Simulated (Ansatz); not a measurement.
Appearance energy of a fragment ion: C2H10OSi2 → [SiH3]+ + C2H7OSi + e⁻

Gas-phase species: C2H10OSi2 `CO[SiH](C)[SiH3]`, singlet; [SiH3]+ `[SiH3+]`, singlet; C2H7OSi `CO[SiH]C`, doublet. 

Shapes, held fixed at every level: PBE0-D4/def2-TZVP. Flexible molecules stand in one conformer, not always the lowest. Programs: Ansatz 0.2.0. Electronic energies: no zero-point or thermal term.

| level | kind | ΔE (eV) | less CCSD(T)/CBS estimate |
| --- | --- | --- | --- |
| r2SCAN-D4/def2-TZVPP | meta-GGA | +11.48 | -0.06 |
| B3LYP-D4/def2-TZVPP | global hybrid | +11.44 | -0.10 |
| wB97M-V/def2-TZVPP | range-separated hybrid | +11.42 | -0.12 |
| wB97X-V/def2-TZVPP | range-separated hybrid | +11.51 | -0.03 |
| B2PLYP/def2-TZVPP | double hybrid | +11.25 | -0.29 |
| CCSD(T)/def2-TZVPP | coupled cluster or CI | +11.39 | -0.15 |
| CCSD(T)/CBS estimate | coupled cluster or CI | +11.54 | 0.00 |

The highest level, CCSD(T)/CBS estimate, gives ΔE = +11.54 eV; the levels span +11.25 to +11.54. The column of differences is taken from that level and isn't an error. No measured value is set beside it here. Open shells run unrestricted. The CBS estimate extrapolates MP2 from def2-TZVPP and def2-QZVPP and adds CCSD(T) − MP2 in the triple-zeta set, cores frozen. The onset seen in experiment also holds zero-point changes and kinetic shifts. CCSD(T)/CBS estimate lies outside the range of the other correlated levels here, so it shouldn't be taken on trust.
